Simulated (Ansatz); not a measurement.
The inner images of a band of C₃H₇AlO (12 atoms, charge 0, multiplicity 1) are given out of order.

Level of theory: RKS CAM-B3LYP-D4/STO-3G in Ansatz.

Image 0:

```xyz
12
Properties=species:S:1:pos:R:3
C -0.472 0.209 1.695
C -0.115 0.073 0.415
C -0.094 1.324 -0.482
Al 0.356 -1.636 -0.281
O 0.809 -1.769 -1.901
H -0.507 -0.640 2.387
H -0.752 1.171 2.141
H 0.910 1.495 -0.900
H -0.782 1.213 -1.334
H -0.386 2.226 0.070
H 0.347 -2.880 0.533
H 0.762 -0.841 -2.310
```

Image 6:

```xyz
12
Properties=species:S:1:pos:R:3
C -0.384 0.468 1.320
C -0.052 0.241 0.046
C -0.042 1.427 -0.936
Al 0.405 -1.504 -0.573
O 0.413 -2.777 0.533
H -0.412 -0.328 2.073
H -0.651 1.459 1.703
H 0.955 1.561 -1.381
H -0.743 1.254 -1.767
H -0.324 2.367 -0.443
H 0.759 -1.826 -1.981
H 0.154 -2.398 1.440
```

Q: Put them in order from the first end to the last, with their energies above the first end.
A.
```xyz
12
Properties=species:S:1:pos:R:3
C -0.247 0.454 1.548
C -0.237 0.111 0.258
C -0.676 1.156 -0.784
Al 0.320 -1.625 -0.314
O 1.940 -1.854 -0.723
H 0.053 -0.232 2.347
H -0.555 1.445 1.898
H 0.138 1.377 -1.491
H -1.526 0.789 -1.378
H -0.976 2.099 -0.310
H -0.575 -2.807 -0.428
H 2.418 -0.968 -0.588
```
B.
```xyz
12
Properties=species:S:1:pos:R:3
C -0.100 0.577 1.428
C -0.208 0.152 0.168
C -0.808 1.106 -0.881
Al 0.343 -1.603 -0.344
O 1.968 -2.011 -0.159
H 0.315 -0.044 2.230
H -0.431 1.569 1.755
H -0.087 1.314 -1.685
H -1.697 0.661 -1.354
H -1.103 2.065 -0.435
H -0.559 -2.646 -0.899
H 2.445 -1.195 0.212
```
C.
```xyz
12
Properties=species:S:1:pos:R:3
C -0.323 0.355 1.634
C -0.227 0.086 0.331
C -0.502 1.218 -0.677
Al 0.284 -1.646 -0.288
O 1.670 -1.782 -1.240
H -0.139 -0.396 2.409
H -0.588 1.345 2.022
H 0.384 1.423 -1.297
H -1.317 0.946 -1.364
H -0.783 2.151 -0.172
H -0.447 -2.903 0.019
H 2.063 -0.852 -1.343
```
D.
```xyz
12
Properties=species:S:1:pos:R:3
C -0.374 0.275 1.689
C -0.179 0.077 0.383
C -0.305 1.278 -0.572
Al 0.285 -1.650 -0.276
O 1.247 -1.768 -1.657
H -0.299 -0.534 2.424
H -0.617 1.254 2.116
H 0.642 1.466 -1.102
H -1.071 1.094 -1.341
H -0.578 2.197 -0.037
H -0.134 -2.921 0.371
H 1.459 -0.823 -1.964
```
E.
```xyz
12
Properties=species:S:1:pos:R:3
C 0.086 0.695 1.296
C -0.155 0.196 0.081
C -0.892 1.074 -0.945
Al 0.368 -1.580 -0.379
O 1.756 -2.209 0.342
H 0.602 0.125 2.077
H -0.218 1.703 1.601
H -0.273 1.236 -1.841
H -1.821 0.590 -1.281
H -1.150 2.057 -0.530
H -0.368 -2.459 -1.326
H 2.142 -1.484 0.940
```

A: D (+0.019 eV), C (+0.052 eV), A (+0.065 eV), B (+0.044 eV), E (+0.009 eV).

The run took 2.3 min on 1 CPU thread of a shared host.
